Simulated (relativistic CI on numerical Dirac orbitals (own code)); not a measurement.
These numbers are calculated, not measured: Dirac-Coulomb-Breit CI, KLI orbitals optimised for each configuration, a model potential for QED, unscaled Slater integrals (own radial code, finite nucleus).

The strongest absorption lines from the ground level of an ion, among the configurations computed and to levels below about 679 eV (vacuum wavelength in Å, gf): 38.345 (4.2), 39.296 (1.2), 41.829 (2.2), 50.244 (3.4), 53.991 (0.46), 55.046 (0.59), 56.845 (1.4), 58.643 (0.77).

Question: Which ion is it?
A. W37+
B. Pt41+
C. Pt39+
D. Rn49+

Answer: B. Pt41+ has 37 electrons and the ground level 4s2 4p6 4d 2D_3/2; the strongest line goes to 4s2 4p5 4d2 2D°_3/2. The pattern of lines fixes the number of electrons, and along that sequence the line energies rise steadily with the charge (about as its square where n changes within one kind of shell, about linearly where n is kept but much faster in heavy ions where fine structure, which grows about as Z⁴, sets the gap, and irregularly where shells cross), which fixes Z. Configurations outside the model, such as inner-shell arrays, can give stronger lines. At this charge energies of transitions that change n are usually good to better than 1 %, and those within a shell (Δn = 0) to a few per cent.

LS names give the leading component of a level, which can be under half, so a name can repeat, a term be missing and a line seem to break the LS rules.
